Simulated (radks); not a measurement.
All-electron atom: Rb I in [Kr] 5s1. Calculated with a radial shooting solver on a logarithmic mesh with Libxc functionals: Dirac Kohn-Sham, PBEsol, spin-unpolarised, spherical densities, finite nucleus; Fermi nuclear charge, rms radius 4.2036 fm. Some entries of the table are withheld. Estimate them.

| orbital | occ. | eigenvalue (eV) | <r> (bohr) | <r^2> (bohr^2) |
|---|---|---|---|---|
| 1s1/2 | 2 | -15016.98 | 0.04031 | 0.002189 |
| 2s1/2 | 2 | -2005.799 | 0.1777 | 0.03727 |
| 2p1/2 | 2 | (1) | 0.1523 | (2) |
| 2p3/2 | 4 | (3) | 0.1564 | (4) |
| 3s1/2 | 2 | -297.4076 | (5) | 0.2999 |
| 3p1/2 | 2 | -230.7424 | 0.5119 | 0.3066 |
| 3p3/2 | 4 | -221.6139 | 0.5224 | 0.3191 |
| 3d3/2 | 4 | -104.8607 | 0.5233 | 0.3357 |
| 3d5/2 | 6 | -103.3106 | 0.5271 | 0.3405 |
| 4s1/2 | 2 | (6) | 1.455 | 2.417 |
| 4p1/2 | 2 | -16.5749 | 1.700 | 3.357 |
| 4p3/2 | 4 | -15.6901 | 1.739 | 3.515 |
| 5s1/2 | 1 | -2.2224 | 5.249 | (7) |

Answer. 
(1) 2p1/2 eigenvalue (eV): -1819.662
(2) 2p1/2 <r^2> (bohr^2): 0.02848
(3) 2p3/2 eigenvalue (eV): -1758.946
(4) 2p3/2 <r^2> (bohr^2): 0.02990
(5) 3s1/2 <r> (bohr): 0.5108
(6) 4s1/2 eigenvalue (eV): -31.8928
(7) 5s1/2 <r^2> (bohr^2): 31.66
